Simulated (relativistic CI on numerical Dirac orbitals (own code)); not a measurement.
**Spin-allowed bands of a d2 ion in an octahedral site, by hand**

Problem. Take Δ = 11350 cm⁻¹ and B = 590 cm⁻¹ for a d2 ion in an octahedral site. Calculate the three spin-allowed bands.

Working.
1. The terms of highest spin are 3F (energy 0) and 3P (15B = 8850 cm⁻¹). Here the F term splits into A2 at +1.2Δ = 13620, T2 at +0.2Δ = 2270 and T1 at −0.6Δ = -6810 cm⁻¹.
2. The two T1 states mix through the element 0.4Δ: H = [[-6810, 4540], [4540, 8850]], with roots ½(H₁₁ + H₂₂) ∓ ½√[(H₂₂ − H₁₁)² + 4H₁₂²] = ½(2040) ∓ ½(18102) = -8031 and 10071 cm⁻¹.
3. The ground term is 3T1 at -8031 cm⁻¹.
4. Bands: 3T2 10301 cm⁻¹ (971 nm), 3T1(P) 18102 cm⁻¹ (552 nm), 3A2 21651 cm⁻¹ (462 nm).

Check. Exact diagonalisation of the whole d2 shell with these parameters gives 3T2 10301, 3T1 18102, 3A2 21651 cm⁻¹. The match is exact, since without spin-orbit coupling no other term has this spin. The ratio of the second band to the first, 1.757, depends on Δ/B = 19.2 alone, which is how a Tanabe-Sugano diagram is read.
